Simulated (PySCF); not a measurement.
# How methods differ on the excitation energy of Sn

Sn [Kr] 4d10 5s2 5p2 (3P) → Sn [Kr] 4d10 5s1 5p3, s spin flipped, as a difference of total energies. Computed with PySCF 2.14 in aug-cc-pwCVTZ-DK3 with one added diffuse shell each of s, p, d, f type (11s10p8d5f1g, 125 functions), with the spin-free X2C one-electron Hamiltonian (Gaussian nucleus). Correlated levels: valence: [Kr] 4d10 frozen; valence and next inner shell: [Ar] 3d10 frozen. The calculations carry no spin-orbit coupling.

| method | excitation energy (eV) |
| --- | --- |
| UHF | 8.562 |
| LDA | 6.969 |
| PBE | 6.904 |
| PBE0 | 7.354 |
| r2SCAN | 7.235 |
| TPSSh | 7.192 |
| PW91 | 6.927 |
| revPBE | 6.892 |
| MP2 (valence) | 7.586 |
| SCS-MP2 (valence) | 7.526 |
| MP2 (valence and next inner shell) | 7.350 |
| SCS-MP2 (valence and next inner shell) | 7.310 |

Task: How much does correlation contribute at MP2 (valence and next inner shell)?

Result: 7.350 − (8.562) = -1.212 eV, measured against UHF.

The upper determinant mixes two multiplicities, so it lies between the two terms.
